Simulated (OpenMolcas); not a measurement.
# Ni6+, Pd6+, Pt6+: d4 down the group

* Program: OpenMolcas
* Method: CASSCF
* Basis: ANO-RCC-VQZP
* Scalar Hamiltonian: DKH2, point nucleus
* Spin-orbit coupling: RASSI with atomic mean-field integrals over the reference wave functions, term energies averaged over their components

Active space for each ion: 4 electrons in 5 orbitals (d).

Computed levels in cm-1 above 5D0:

```csv
Level,Ni6+,Pd6+,Pt6+
5D1,277,815,6475
5D2,805,2135,12021
5D3,1551,3741,16272
5D4,2479,5517,18920
3H4,33945,24515,29241
3H5,34543,26387,36468
3H6,35175,27819,39547
3P1(1),37341,27679,37560
3F2(1),39223,29369,36307
weight of 5D in the lowest level (%),100,96,64
```

Mixed levels, with the weight of the term that names them: Pt6+ 5D0 (64 %), Pt6+ 5D4 (65 %), Pt6+ 3H4 (57 %), Pt6+ 3H6 (72 %), Pt6+ 3F2(1) (66 %).

Measured, with the error of the calculation in %. Measured levels: Ni6+ from Corliss and Sugar, J. Phys. Chem. Ref. Data 10, 197 (1981).

```
 Level           Ni6+
   5D1     279 (-0.9)
   5D2     804 (+0.2)
   5D3    1520 (+2.1)
   5D4    2392 (+3.6)
   3H4   31672 (+7.2)
   3H5   32286 (+7.0)
   3H6   32877 (+7.0)
3P1(1)  31836 (+17.3)
3F2(1)  34247 (+14.5)
```

The fine-structure level 5D4 changes by a factor of 7.63 from Ni6+ to Pt6+.

Without spin-orbit coupling 3H lies 33177, 23274, 21137 cm-1 above 5D in that order; the difference to the level 3H4, of either sign, comes from spin-orbit coupling, which also lowers the zero.

Without dynamic correlation excited terms often stand tens of per cent too high (terms of higher spin than the ground term too low), and those without a measured partner can miss by more than the paired ones. Measured partners are found by configuration, term and J. A level has none where our copy of the source lacks it or the pairing is in doubt (some pairs that miss far off the trend of their configuration count as doubtful), and it then counts in no deviation. Levels of configurations outside the active space are missing.

A number in round brackets counts repeated terms of one configuration in the order of the reference energies.
